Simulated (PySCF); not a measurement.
## Diatomics of Ag with the halogens

PBE with triple-zeta basis sets in PySCF, for the lowest determinant that a PBE0 search found; no spin–orbit coupling. De refers to high-spin ground-configuration atoms. A positive dipole means M(−)Ag(+).

```json
{"M": "F", "basis": "def2-TZVPP", "state (unpaired electrons)": "singlet (closed shell)", "Re (Å)": "1.987", "ωe (cm⁻¹)": "487", "De (eV)": "3.58", "μ (D)": "5.04"}
{"M": "Cl", "basis": "def2-TZVPP", "state (unpaired electrons)": "singlet (closed shell)", "Re (Å)": "2.281", "ωe (cm⁻¹)": "330", "De (eV)": "3.18", "μ (D)": "4.85"}
{"M": "Br", "basis": "x2c-TZVPPall", "state (unpaired electrons)": "singlet (closed shell)", "Re (Å)": "2.412", "ωe (cm⁻¹)": "237", "De (eV)": "2.92", "μ (D)": "4.60"}
{"M": "I", "basis": "def2-TZVPP", "state (unpaired electrons)": "singlet (closed shell)", "Re (Å)": "2.565", "ωe (cm⁻¹)": "197", "De (eV)": "2.63", "μ (D)": "4.13"}
```

The shortest bond is that of AgF (1.987 Å), the longest that of AgI (2.565 Å). AgF is bound most strongly (3.58 eV) and AgI least (2.63 eV).

The rows differ in basis set, which adds steps of its own.

Relativity is treated differently too: F scalar-relativistic core potentials; Cl scalar-relativistic core potentials; Br spin-free X2C; I scalar-relativistic core potentials.

Down a group bonds as a rule get longer and wavenumbers fall, partly through the reduced mass; this series shows no clear exception.

Spin–orbit coupling is left out, which matters for elements this heavy, above all for dissociation energies.
